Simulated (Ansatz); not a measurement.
Cartesian coordinates (Å):
SMILES: C(=O)(C)[SiH3]
```xyz
10

C     -1.4279     0.4251    -0.2005
C     -0.3343    -0.2746     0.5667
O     -0.5506    -0.8612     1.6057
Si     1.4953    -0.2686    -0.0800
H     -2.3848     0.3169     0.3091
H     -1.4906     0.0122    -1.2118
H     -1.1788     1.4845    -0.3132
H      2.3331     0.3707     0.9575
H      1.6303     0.4713    -1.3584
H      1.9058    -1.6763    -0.2714
```
Charge 0, multiplicity 1.

Method: Ansatz (a quantum-chemistry and plane-wave program) with frozen-core CCSD(T)/cc-pVTZ // B3LYP-D3(BJ)/def2-TZVP.

The HF energy is -443.07456 Ha and the MP2 correlation energy is -0.69012 Ha.

### Question
Estimate the CCSD correlation energy, the (T) correction, the total energy and the T1 diagnostic.

### Answer

```json
{
 "CCSD correlation energy": "-0.72879 Ha",
 "(T) correction": "-0.03006 Ha",
 "CCSD(T) total energy": "-443.83340 Ha",
 "T1 diagnostic": "0.015"
}
```
